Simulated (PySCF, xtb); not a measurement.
C₃H₁₁NSi₂, SMILES C=C([SiH3])C[SiH2]N.

GFN2-xTB (xtb 6.7.1) at its own geometry gives an orbital gap of 4.17 eV and a dipole moment of 1.56 D.

Coordinates come from a PBE0-D3(BJ)/def2-SVP optimisation. The structure was generated by enumeration, and PubChem lists no compound with its InChIKey, so it may never have been made. The values are those of a single conformer.

Question: What does HF/def2-TZVP (PySCF) give? (Estimate from the structure and the level; the computed values follow.)

Answer: gap 12.68 eV (levels -9.48 and 3.21 eV), dipole 1.41 D.
